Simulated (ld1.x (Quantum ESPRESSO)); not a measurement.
# Logarithmic derivatives: antimony (Sb), TM

```json
{
 "Element": "Sb (Z = 51)",
 "Generator": "ld1.x (Quantum ESPRESSO) 7.5",
 "Type": "norm-conserving Troullier–Martins (Kleinman–Bylander form)",
 "Functional": "revPBE",
 "Relativity": "scalar-relativistic",
 "Frozen core": "[Kr]",
 "Valence charge": "15",
 "Reference configuration": "4d10 5s2 5p3",
 "Partial waves": "5p (bound): rc 1.90 bohr; 4d (bound): rc 1.70 bohr; 5s (bound): rc 1.50 bohr",
 "Local potential": "the s channel",
 "Core correction": "none"
}
```

The phase is arctan(r·u′/u) with u = r·R(r), unwrapped; energies in Ry, scanned from -4 to 5 Ry. A pole is an energy at which the radial function vanishes at the test radius. The pseudo phase is shifted by a multiple of π to meet the all-electron one at the reference energy, and phase errors are pseudo minus all-electron; the curves can meet again beyond the range given. Levels narrower than the energy grid can be missing from the lists of poles.

For each channel, where are the poles, and over which energies does the pseudopotential scatter like the atom?

```tsv
channel	radius (bohr)	reference energy (Ry)	poles, all-electron	poles, pseudo	unbroken range about the reference energy with phases within 0.05 rad	phase error 1 Ry above the reference energy (rad)
s	2.04	-0.94	2.83	1.62	below 1.0	-0.020
p	2.04	-0.35	4.72	4.68	the whole range	-0.007
d	2.04	-2.46	-2.18	-2.18	below 0.5	+0.009
```

Phases in the p channel:

```csv
E (Ry),all-electron,pseudo
-4.00,1.293,1.286
-3.76,1.282,1.275
-3.52,1.268,1.262
-3.28,1.254,1.248
-3.04,1.238,1.232
-2.80,1.219,1.214
-2.56,1.197,1.193
-2.32,1.172,1.168
-2.08,1.143,1.139
-1.84,1.107,1.104
-1.60,1.064,1.061
-1.36,1.010,1.007
-1.12,0.941,0.939
-0.88,0.851,0.850
-0.64,0.730,0.729
-0.40,0.565,0.565
-0.16,0.341,0.341
0.08,0.057,0.055
0.32,-0.260,-0.264
0.56,-0.551,-0.558
0.80,-0.784,-0.792
1.04,-0.956,-0.965
1.28,-1.083,-1.091
1.52,-1.177,-1.185
1.76,-1.249,-1.257
2.00,-1.306,-1.313
2.24,-1.351,-1.358
2.48,-1.389,-1.395
2.72,-1.420,-1.426
2.96,-1.447,-1.452
3.20,-1.470,-1.475
3.44,-1.490,-1.495
3.68,-1.508,-1.513
3.92,-1.525,-1.529
4.16,-1.540,-1.543
4.40,-1.554,-1.556
4.64,-1.567,-1.569
4.88,-1.579,-1.580
```
